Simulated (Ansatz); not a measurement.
Start from `O[SiH](O)N[SiH](F)F` and change one atom or group to get `F[SiH2]N[SiH](F)F`.

Ansatz, PBE0-D4/def2-TZVP geometries, multiplicity 1. Each molecule was computed in one conformer, which needn't be the lowest.

| property | `O[SiH](O)N[SiH](F)F` |
| --- | --- |
| HOMO energy (B3LYP/def2-TZVPP) / eV | -8.21 |
| size of the dipole moment (ωB97M-V/def2-TZVPP) / D | 2.17 |
| size of the dipole moment (PBE/def2-TZVPP) / D | 2.11 |
| HOMO–LUMO gap (PBE0/def2-TZVPP) / eV | 9.07 |
| HOMO energy (PBE/def2-TZVPP) / eV | -7.01 |
| HOMO–LUMO gap (B3LYP/def2-TZVPP) / eV | 8.48 |

Question: What does the change do to each property? (Estimate.)

Answer: Ansatz gave: 
| property | `F[SiH2]N[SiH](F)F` | shift |
| --- | --- | --- |
| HOMO energy (B3LYP/def2-TZVPP) / eV | -8.79 | -0.58 |
| size of the dipole moment (ωB97M-V/def2-TZVPP) / D | 1.46 | -0.71 |
| size of the dipole moment (PBE/def2-TZVPP) / D | 1.39 | -0.72 |
| HOMO–LUMO gap (PBE0/def2-TZVPP) / eV | 9.35 | 0.28 |
| HOMO energy (PBE/def2-TZVPP) / eV | -7.58 | -0.57 |
| HOMO–LUMO gap (B3LYP/def2-TZVPP) / eV | 8.81 | 0.33 |

With PBE0 the HOMO falls by 0.61 eV and the LUMO falls by 0.33 eV, so the gap widens by about 0.28 eV. PBE moves the HOMO by -0.57 eV and ωB97M-V by -0.66 eV. Dipoles are sizes alone; their direction can turn.

B3LYP here is the variant with VWN-RPA as its local correlation; programs differ in this.
